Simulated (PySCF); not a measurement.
Record of a relaxation.

Species: C3H5Br.
Bonds: C1–C2 (double), C2–C3, C3–Br4. Hydrogens: H5, H6 on C1; H7 on C2; H8, H9 on C3.

Method: PySCF 2.14.0, PBE0-D3(BJ)/def2-SVP geometry optimisation, gas phase; density fitting, grid level 1; the optimiser is geomeTRIC in internal coordinates, started from an MMFF94s structure with every atom displaced at random (about 0.03 Å). The frame can shift and turn from step to step; on so coarse a grid that alone can change the energy by a few meV, and forces under 0.02 eV/Å are noise.

Step 0: E = -73214.7729 eV, largest atomic force 8.156 eV/Å
```
atom  x, y, z in Å  |  force x, y, z in eV/Å
C1      1.470   -0.360   -0.078   -5.865   5.593   0.913
C2      0.285    0.445    0.041    3.536  -2.763  -0.848
C3     -1.145   -0.060   -0.185    3.531   1.127   1.596
Br4    -1.952    0.125    1.508   -1.217   0.202   1.085
H5      2.383    0.132    0.038    1.871   0.570   0.312
H6      1.354   -1.320   -0.365   -0.020  -3.697  -0.962
H7      0.434    1.503    0.314   -0.314  -0.210  -0.069
H8     -1.573    0.559   -0.918   -1.325   0.763  -1.213
H9     -1.124   -1.093   -0.381   -0.197  -1.586  -0.814
```

Step 1: E = -73215.5216 eV, largest atomic force 1.067 eV/Å
```
atom  x, y, z in Å  |  force x, y, z in eV/Å
C1      1.412   -0.281   -0.310   -0.983   0.045   0.172
C2      0.327    0.428    0.076    0.668  -0.645  -0.525
C3     -1.079   -0.072    0.002    0.725   0.203  -0.047
Br4    -1.937    0.113    1.742   -0.164  -0.018  -0.028
H5      2.401    0.198   -0.273   -0.135  -0.349  -0.099
H6      1.294   -1.335   -0.673    0.312   0.792   0.293
H7      0.453    1.466    0.397   -0.014   0.049   0.098
H8     -1.633    0.555   -0.719   -0.228  -0.281   0.193
H9     -1.105   -1.141   -0.267   -0.183   0.204  -0.057
```

Step 2: E = -73215.5713 eV, largest atomic force 0.730 eV/Å
```
atom  x, y, z in Å  |  force x, y, z in eV/Å
C1      1.398   -0.258   -0.303    0.231  -0.675  -0.152
C2      0.340    0.455    0.059   -0.320   0.338   0.051
C3     -1.054   -0.064   -0.005    0.187   0.120   0.007
Br4    -1.940    0.076    1.728   -0.063   0.000   0.068
H5      2.419    0.131   -0.295   -0.055   0.076   0.032
H6      1.261   -1.303   -0.621    0.149   0.167   0.012
H7      0.462    1.492    0.394   -0.050   0.006  -0.006
H8     -1.669    0.527   -0.698   -0.048  -0.051   0.039
H9     -1.084   -1.125   -0.286   -0.029   0.019  -0.051
```

Step 3: E = -73215.5806 eV, largest atomic force 0.194 eV/Å
```
atom  x, y, z in Å  |  force x, y, z in eV/Å
C1      1.405   -0.281   -0.306    0.018   0.030   0.069
C2      0.340    0.440    0.041   -0.155   0.108   0.047
C3     -1.060   -0.054   -0.005    0.017  -0.070  -0.033
Br4    -1.935    0.083    1.738    0.012   0.001   0.045
H5      2.403    0.159   -0.270    0.091  -0.025  -0.024
H6      1.323   -1.323   -0.626   -0.022  -0.038  -0.026
H7      0.465    1.477    0.378    0.024  -0.008  -0.040
H8     -1.692    0.538   -0.680    0.014   0.046  -0.012
H9     -1.117   -1.109   -0.296    0.001  -0.044  -0.026
```

Step 4: E = -73215.5824 eV, largest atomic force 0.167 eV/Å
```
atom  x, y, z in Å  |  force x, y, z in eV/Å
C1      1.400   -0.278   -0.299   -0.072   0.132   0.071
C2      0.337    0.456    0.043    0.091  -0.133  -0.044
C3     -1.056   -0.055   -0.007   -0.027   0.007  -0.018
Br4    -1.928    0.069    1.741    0.003  -0.004   0.016
H5      2.410    0.139   -0.274    0.015   0.013  -0.001
H6      1.300   -1.320   -0.617   -0.019  -0.028  -0.001
H7      0.462    1.494    0.371    0.013  -0.010  -0.028
H8     -1.691    0.536   -0.681   -0.010   0.023   0.011
H9     -1.102   -1.111   -0.303    0.007   0.000  -0.008
```

Step 5: E = -73215.5834 eV, largest atomic force 0.082 eV/Å
```
atom  x, y, z in Å  |  force x, y, z in eV/Å
C1      1.405   -0.277   -0.293   -0.055  -0.046  -0.003
C2      0.335    0.450    0.037    0.079   0.022  -0.001
C3     -1.061   -0.054   -0.010    0.024  -0.029  -0.021
Br4    -1.919    0.063    1.747    0.004  -0.007  -0.010
H5      2.415    0.140   -0.271   -0.044   0.025   0.019
H6      1.307   -1.322   -0.605    0.005  -0.010   0.003
H7      0.459    1.490    0.357   -0.006   0.026  -0.012
H8     -1.696    0.548   -0.675   -0.003   0.002   0.026
H9     -1.113   -1.108   -0.312   -0.004   0.016  -0.002
```

Step 6: E = -73215.5845 eV, largest atomic force 0.166 eV/Å
```
atom  x, y, z in Å  |  force x, y, z in eV/Å
C1      1.400   -0.281   -0.287    0.133  -0.092  -0.039
C2      0.335    0.453    0.030   -0.087   0.064   0.026
C3     -1.060   -0.052   -0.014   -0.004   0.005  -0.001
Br4    -1.903    0.047    1.752   -0.004  -0.007  -0.010
H5      2.409    0.142   -0.266   -0.027  -0.020   0.006
H6      1.304   -1.330   -0.586    0.010   0.016   0.005
H7      0.463    1.497    0.338   -0.018   0.021  -0.011
H8     -1.700    0.558   -0.667   -0.002  -0.010   0.024
H9     -1.114   -1.103   -0.326   -0.001   0.022   0.000
```

Step 7: E = -73215.5854 eV, largest atomic force 0.058 eV/Å
```
atom  x, y, z in Å  |  force x, y, z in eV/Å
C1      1.400   -0.285   -0.282    0.057  -0.013  -0.003
C2      0.334    0.457    0.020   -0.031   0.013   0.008
C3     -1.061   -0.047   -0.018   -0.016   0.005   0.008
Br4    -1.889    0.027    1.758   -0.001  -0.004  -0.002
H5      2.408    0.137   -0.258   -0.004  -0.011  -0.001
H6      1.305   -1.339   -0.563   -0.005   0.002  -0.002
H7      0.462    1.505    0.313   -0.008   0.003  -0.011
H8     -1.710    0.569   -0.654    0.005  -0.002   0.006
H9     -1.118   -1.094   -0.341    0.003   0.006  -0.003
```

Step 8: E = -73215.5856 eV, largest atomic force under 0.02 eV/Å
```
atom  x, y, z in Å  |  force x, y, z in eV/Å
C1      1.400   -0.287   -0.276    0.005   0.000  -0.001
C2      0.334    0.460    0.013    0.003  -0.001   0.000
C3     -1.061   -0.044   -0.020   -0.006   0.002   0.011
Br4    -1.878    0.013    1.762    0.001  -0.001  -0.005
H5      2.410    0.131   -0.255   -0.001   0.000  -0.001
H6      1.304   -1.344   -0.547   -0.003   0.001   0.002
H7      0.461    1.512    0.293   -0.001   0.000  -0.001
H8     -1.716    0.578   -0.645    0.002  -0.001  -0.002
H9     -1.121   -1.088   -0.352   -0.001   0.000  -0.002
```

Question: Summarise the path.

Answer: The energy falls by 78.41 kJ/mol from step 0 to step 8; nine tenths of that is first reached at step 1. It falls at every step. The largest force goes from 8.156 to under 0.02 eV/Å. Among the bonds C1=C2 changes most, from 1.438 to 1.334 Å; the atoms move by 0.076 Å rms after alignment.

Question: Follow the three bonds and two angles with the largest change from start to end.

Answer: 
| step | E above end (kJ/mol) | largest force (eV/Å) | C1=C2 (Å) | C1–H6 (Å) | C3–Br4 (Å) | Br4–C3–H8 (°) | H5–C1–H6 (°) |
| --- | --- | --- | --- | --- | --- | --- | --- |
| 0 | 78.41 | 8.156 | 1.438 | 1.009 | 1.884 | 113.3 | 125.5 |
| 1 | 6.18 | 1.067 | 1.352 | 1.120 | 1.949 | 107.9 | 121.0 |
| 2 | 1.38 | 0.730 | 1.326 | 1.101 | 1.951 | 105.5 | 117.1 |
| 3 | 0.48 | 0.194 | 1.332 | 1.093 | 1.955 | 104.6 | 117.5 |
| 4 | 0.31 | 0.167 | 1.336 | 1.094 | 1.957 | 104.8 | 117.0 |
| 5 | 0.22 | 0.082 | 1.335 | 1.095 | 1.959 | 104.9 | 116.9 |
| 6 | 0.11 | 0.166 | 1.332 | 1.095 | 1.960 | 104.9 | 117.2 |
| 7 | 0.02 | 0.058 | 1.333 | 1.095 | 1.960 | 104.7 | 117.2 |
| 8 | 0.00 | under 0.02 | 1.334 | 1.095 | 1.961 | 104.7 | 117.1 |

The cost below is that of the whole optimisation. Time: 25 s of wall time; peak memory 0.39 GiB. Hardware: one thread, Arm Neoverse V2 (aarch64), on a shared host.
